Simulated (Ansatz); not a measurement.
Ansatz results at the PBE0-D4/def2-TZVP geometry: HOMO energy (B3LYP/def2-TZVPP) -6.06 eV; HOMO energy (PBE0/def2-TZVPP) -6.27 eV; HOMO–LUMO gap (B3LYP/def2-TZVPP) 4.65 eV.

(1) Which molecule gave them?
A. `[TeH]C1O[SiH2]1`
B. `[TeH][SiH]1CO1`
C. `FB1CC1`
D. `S[CH2][GeH2][Cl]`

Answers

(1) A. The others give `S[CH2][GeH2][Cl]`: -6.71, -6.94, 6.27; `[TeH][SiH]1CO1`: -6.58, -6.80, 5.34; `FB1CC1`: -7.25, -7.44, 6.50.

B3LYP here is the variant with VWN-RPA as its local correlation; programs differ in this.
